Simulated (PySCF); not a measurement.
An unknown shows these calculated signals:

¹H NMR (600 MHz, computed): δ 6.57 (m, 1H), 5.87 (m, 1H), 5.50 (m, 1H), 5.48 (m, 1H), 5.45 (m, 1H), 5.38 (m, 1H), 2.65 (m, 1H), 2.56 (m, 1H), 1.31 (d, 3H).

¹³C{¹H} NMR (computed): δ 173.4 (C), 148.2 (CH), 145.1 (CH), 124.8 (CH2), 121.3 (CH2), 61.9 (CH), 47.7 (CH), 16.8 (CH3).

- NMR shieldings at PBE0/pcSseg-1/GIAO
- coordinates at the GFN2-xTB level
- run in PySCF 2.14.0 with density-fitted response routines
- isolated molecule, a single conformation, rapidly exchanging positions averaged, relativity neglected

References, each an isolated molecule treated in the same way: TMS for ¹H (σ = 31.72 ppm) and ¹³C (σ = 186.93 ppm).

Q: Which of these does the molecule contain: a carboxylic acid, a vinyl group CH=CH2, a non-aromatic C=C double bond, a (CH3)2CH unit, a tert-butyl group?

A: 
- A carboxylic acid: no.
- A vinyl group CH=CH2: yes (δC 124.8, 145.1; δH 5.48 (m), 5.50 (m), 5.87 (m)).
- A non-aromatic C=C double bond: yes.
- A (CH3)2CH unit: no.
- A tert-butyl group: no.

The data belong to SMILES C=CC(C=C)[C@H](C)C(=O)F, C$_{8}$H$_{11}$FO; they needn't prove each group on their own.

Carbon signals by region: 1 in the far downfield region (above 160 ppm), 4 in the sp2 and nitrile region (100–160 ppm), 1 at 50–100 ppm, 2 below 50 ppm. Above 160 ppm: 173.4, carbonyl carbon.

Splittings by ¹⁹F in the carbon and heteronuclear signals aren't shown, as no couplings were computed. Shifts are as computed. Against solution values, carbons near 30 ppm lie about +3 ppm off and those near 130 ppm about +5 ppm. Of 1211 compounds with measured shifts, 218 miss one by over three times the rms of a fit or turn the order of signals round; such compounds aren't used in these exercises. Multiplicities follow the n + 1 count of equivalent neighbours, as no J values were calculated; m marks all less simple cases, F and P coupling included.
